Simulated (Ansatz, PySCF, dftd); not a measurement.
Species: C₃H₆S, charge 0, singlet. C3H6S (SMILES C1CSC1).
B3LYP-D3(BJ)/def2-TZVP minimum from Ansatz (a first-principles code):
```
C
H 1 1.0897
H 1 1.0913 2 108.40
C 1 1.5398 2 110.51 3 127.23
H 4 1.0876 1 116.43 2 -20.36
H 4 1.0895 5 109.53 1 130.61
C 1 1.5398 2 110.51 3 -127.23
H 7 1.0876 1 116.43 2 20.36
H 7 1.0895 8 109.53 1 -130.61
S 4 1.8489 5 114.13 6 125.09
```
Charge 0, spin multiplicity 1.

Property: enthalpy of formation at 298 K (by atomisation, with ideal-gas terms from PySCF's Hessian at B3LYP-D3(BJ)/def2-TZVP and the atoms' measured values of the G2/97 table; no spin-orbit terms), in kcal/mol. Open shells are spin-unrestricted; no spin-orbit coupling. Cores are frozen in correlated methods. Rows without X2C or -DK are non-relativistic. CBS(X,Y): correlation extrapolated as X^-3, Hartree-Fock from the larger set. A bracket is a step between two methods taken in the basis named. The functionals are non-relativistic, so their misses hold any scalar relativity. '+ core + X2C': CCSD(T) terms for core correlation (cc-pwCVTZ, 1s frozen past Ne) and scalar relativity (cc-pVTZ-DK). Where a partner has so few electrons that a lower coupled-cluster level is exact, that level stands in.

Measured: 14.5 kcal/mol, 60.6 kJ/mol (CRC Handbook, as tabulated in the package chemicals); atomic spin-orbit terms, which the calculations lack, would raise the computed values.

```tsv
level	program	enthalpy of formation at 298 K (kcal/mol)	error against that value
PBE/def2-TZVPD	Ansatz	-2.4	-16.9
r2SCAN/def2-TZVPD	Ansatz	14.3	-0.2
PBE0-D4/def2-TZVPD	Ansatz + dftd4	5.9	-8.6
PBE0/def2-TZVPD	Ansatz	9.8	-4.7
MP2/cc-pV(D+d)Z	Ansatz	72.1	57.6
CCSD/cc-pV(D+d)Z	Ansatz	93.1	78.6
CCSD(T)/CBS(cc-pV(T+d)Z,cc-pV(Q+d)Z)	Ansatz	15.8	1.3
CCSDT(Q)/cc-pV(D+d)Z	Ansatz	82.6	68.1
CCSD(T)/CBS(cc-pV(T+d)Z,cc-pV(Q+d)Z) + [CCSDT(Q) - CCSD(T)]/cc-pV(D+d)Z + core + X2C	Ansatz	12.5	-2.0
```
